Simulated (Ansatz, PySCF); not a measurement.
The pair A = H2O (SMILES O) (first 3 atoms), B = C2H3F (SMILES C=CF); geometry from B3LYP-D3(BJ)/def2-TZVP.
(charge 0, multiplicity 1):
```xyz
9

O      0.3312    -0.1151    -0.5749
H      0.0316    -0.8592    -1.1067
H     -0.3617     0.0217     0.0827
C      0.9451    -0.6695     2.7060
C     -0.3268    -0.4625     2.9704
F     -1.2189    -0.1361     1.9960
H      1.3374    -0.5901     1.7008
H      1.6107    -0.9241     3.5178
H     -0.8105    -0.5169     3.9357
```

Cores are frozen in the correlated methods. Rows in 6-31G* carry no dispersion term and start afresh at each structure (6-31G* with six Cartesian d functions).

The values were computed with Ansatz (an electronic-structure program); PySCF for 6-31G* rows. Values without a source in brackets are computed.

Total energies (hartree), monomers frozen at their geometry in the pair:

```csv
structure,HF/6-31G*,PBE/def2-TZVPPD,CCSD(T)/aug-cc-pVDZ
AB,-252.8975999,-254.0891998,-253.7086733
A in the pair's basis,-76.0117821,-76.3836213,-76.2746757
B in the pair's basis,-176.8825220,-177.7016830,-177.4295154
A,-76.0101872,-76.3835819,-76.2738520
B,-176.8808612,-177.7016390,-177.4287340
```

### Question
Work out the interaction energy without and with the counterpoise correction, and the superposition error, for each level.

### Answer

E(AB) − E(A) − E(B), times 627.509 kcal/mol, with the monomers in their own basis and then in the pair's basis:
- HF/6-31G*: -4.11 uncorrected, -2.07 corrected; the monomers gain 2.04 kcal/mol from borrowed functions
- PBE/def2-TZVPPD: -2.50 uncorrected, -2.44 corrected; the monomers gain 0.05 kcal/mol from borrowed functions
- CCSD(T)/aug-cc-pVDZ: -3.82 uncorrected, -2.81 corrected; the monomers gain 1.01 kcal/mol from borrowed functions
